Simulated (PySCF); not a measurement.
C₅H₆N₂SSi.
SMILES: `c1cnc2c(c1)N[SiH2]S2`

Method: TDDFT PBE0/def2-SVPD, vertical, gas phase, core orbitals frozen in the response in PySCF 2.14.0, density-fitted response routines. Isolated species at its GFN2-xTB geometry, gas phase.

Problem. What does the calculation give for the low-lying excited states?

Solution. 

| state | λ (nm) | E (eV) | f | \|μ\| (D) | symmetry | main configurations (H = HOMO, L = LUMO) |
| --- | --- | --- | --- | --- | --- | --- |
| S1 | 276.4 | 4.49 | 0.142 | 2.89 | A′ | H→L (93%) |
| S2 | 275.5 | 4.50 | 0.0001 | 0.06 | – | H→L+1 (99%) |
| S3 | 249.4 | 4.97 | 0.0019 | 0.32 | – | H→L+3 (97%) |
| S4 | 242.9 | 5.10 | 0.0042 | 0.47 | A″ | H-2→L (98%) |
| S5 | 240.5 | 5.15 | 0.060 | 1.76 | A′ | H→L+2 (92%) |
| S6 | 222.3 | 5.58 | 0.0005 | 0.16 | – | H→L+4 (90%) |
| S7 | 216.2 | 5.73 | 0.0000 | 0.03 | – | H-2→L+2 (99%) |
| S8 | 210.9 | 5.88 | 0.041 | 1.36 | A′ | H-1→L (84%) |

Triplets, Tamm–Dancoff:

```csv
state,E (eV),λ (nm),"main configurations (H = HOMO, L = LUMO)"
T1,3.50,353.9,H→L (97%)
T2,3.77,328.6,"H→L+2 (83%), H-1→L (8%)"
T3,4.34,285.7,H→L+1 (96%)
```

The lowest singlet comes at 276 nm (433 kJ/mol) in the ultraviolet; it is of moderate strength; its leading configuration is HOMO→LUMO (93%). The lowest level is also the most intense of those listed (f = 0.142). Löwdin shares by element: HOMO carbon 24% or more, sulfur 20%, nitrogen 15% or more (atoms not listed hold the other 42%); LUMO carbon 51% or more, nitrogen 21% or more (atoms not listed hold the other 28%). Orbital energies (eV): HOMO-3 -8.76, HOMO-2 -7.50, HOMO-1 -7.42, HOMO -6.06, LUMO -0.73, LUMO+1 -0.43, LUMO+2 -0.12. Weighted by f, the mean energy of these states is 4.89 eV. The oscillator strengths of these states sum to 0.250; summed over the whole spectrum of an exact calculation they would give the number of electrons, 80 (Thomas–Reiche–Kuhn). Symmetry labels in Cs follow from the direction of the transition dipole and are given only for states with f of 0.002 or more. Only the lowest 8 singlets were computed, as vertical energies without vibronic structure.
